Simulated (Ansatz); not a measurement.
```yaml
crystal:
  periodic: [false, false, false]
  atoms:
    - {symbol: O, position_ang: [0.226745, -1.051490, 1.415510]}
    - {symbol: P, position_ang: [1.360263, 0.114972, 1.172328]}
    - {symbol: O, position_ang: [1.722131, -0.174630, -0.405589]}
    - {symbol: P, position_ang: [0.652406, -0.319071, -1.646346]}
    - {symbol: O, position_ang: [-0.378924, -1.422878, -0.996266]}
    - {symbol: P, position_ang: [-1.095264, -1.343863, 0.481994]}
    - {symbol: O, position_ang: [-1.722119, 0.174641, 0.405609]}
    - {symbol: P, position_ang: [-0.917406, 1.547965, -0.007980]}
    - {symbol: O, position_ang: [0.378937, 1.422887, 0.996255]}
    - {symbol: O, position_ang: [-0.226758, 1.051487, -1.415516]}
basis:
  gaussian: {orbitals: def2-SVP}
total_charge: 1
magnetization: {spin_polarized: true, initial_magnetization: 1}
hamiltonian: {xc: {name: HF}}
correlation: {active_space: {window: {electrons: 40, orbitals: 30}}}
output: {forces: true}
```

```sh
$ ansatz run in.yaml --threads 2 --pin off --events-out ev --progress --plain --max-ram 22528MiB --backend cpu
```

Question: How does Ansatz answer? (An estimate is asked.)

Answer: Ansatz gave: The program refused the input.
```
Error: invalid value for `correlation.active_space`: it starts from restricted Hartree–Fock orbitals; set hamiltonian.xc: hf without magnetization.spin_polarized
```
